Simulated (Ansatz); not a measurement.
`BC[SiH2][NH][AlH2]` and `F[SiH2][NH][AlH2]` differ in one atom or group.

Ansatz, PBE0-D4/def2-TZVP geometries, multiplicity 1. Each molecule was computed in one conformer, which needn't be the lowest.

```csv
property,`BC[SiH2][NH][AlH2]`
HOMO energy (PBE/def2-TZVPP) / eV,-6.54
HOMO–LUMO gap (PBE0/def2-TZVPP) / eV,6.46
size of the dipole moment (B3LYP/def2-TZVPP) / D,1.67
HOMO energy (PBE0/def2-TZVPP) / eV,-7.76
LUMO energy (PBE0/def2-TZVPP) / eV,-1.30
size of the dipole moment (PBE/def2-TZVPP) / D,1.76
```

Task: What does the change do to each property? (An estimate is asked.)

Result: Ansatz gave: 
```tsv
property	`F[SiH2][NH][AlH2]`	shift
HOMO energy (PBE/def2-TZVPP) / eV	-7.12	-0.58
HOMO–LUMO gap (PBE0/def2-TZVPP) / eV	7.32	0.86
size of the dipole moment (B3LYP/def2-TZVPP) / D	1.74	0.07
HOMO energy (PBE0/def2-TZVPP) / eV	-8.46	-0.70
LUMO energy (PBE0/def2-TZVPP) / eV	-1.14	0.16
size of the dipole moment (PBE/def2-TZVPP) / D	1.67	-0.09
```

With PBE0 the HOMO falls by 0.70 eV and the LUMO rises by 0.16 eV, so the gap widens by about 0.86 eV. PBE moves the HOMO by -0.58 eV and ωB97M-V by -0.80 eV. Dipoles are sizes alone; their direction can turn.

B3LYP here is the variant with VWN-RPA as its local correlation; programs differ in this.
